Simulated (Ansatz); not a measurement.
C$_{3}$H$_{5}$FSn, SMILES `C#[C][SnH]([CH3])[F]`. Charge 0, multiplicity 1. Sn takes the def2 core potential. Geometry: relaxed with PBE0-D4/def2-TZVP.

```xyz
10

C     2.648    0.070    1.068
C     1.675    0.173    0.363
Sn   -0.038    0.372   -0.794
C    -1.758   -0.314    0.233
F     0.209   -0.867   -2.248
H     3.514   -0.026    1.683
H    -0.098    1.902   -1.531
H    -1.953    0.318    1.099
H    -2.618   -0.292   -0.436
H    -1.581   -1.337    0.564
```

(1) What is the dipole moment at PBE/def2-TZVPP? (Estimate.)

(2) And with r2SCAN, B3LYP, ωB97M-V? (Estimate.)

(3) Give the Mulliken charges with PBE, B3LYP, ωB97M-V in def2-TZVPP. (Estimate.)

## Answers

(1) Computed: 2.94 D, with components (-1.11, 1.33, 2.38) D in this frame, pointing from negative to positive charge.

(2) Computed: r2SCAN 3.04 D, B3LYP 3.08 D, ωB97M-V 3.08 D.

(3) Ansatz gave: 
```json
{"atom": "C1", "PBE": "-0.06", "B3LYP": "0.00", "ωB97M-V": "-0.05"}
{"atom": "C2", "PBE": "-0.46", "B3LYP": "-0.59", "ωB97M-V": "-0.54"}
{"atom": "Sn3", "PBE": "1.06", "B3LYP": "1.16", "ωB97M-V": "1.10"}
{"atom": "C4", "PBE": "-0.57", "B3LYP": "-0.57", "ωB97M-V": "-0.60"}
{"atom": "F5", "PBE": "-0.46", "B3LYP": "-0.51", "ωB97M-V": "-0.50"}
{"atom": "H6", "PBE": "0.20", "B3LYP": "0.24", "ωB97M-V": "0.22"}
{"atom": "H7", "PBE": "-0.12", "B3LYP": "-0.13", "ωB97M-V": "-0.09"}
{"atom": "H8", "PBE": "0.13", "B3LYP": "0.13", "ωB97M-V": "0.15"}
{"atom": "H9", "PBE": "0.13", "B3LYP": "0.13", "ωB97M-V": "0.15"}
{"atom": "H10", "PBE": "0.14", "B3LYP": "0.14", "ωB97M-V": "0.16"}
```

B3LYP here is the variant with VWN-RPA as its local correlation; programs differ in this.
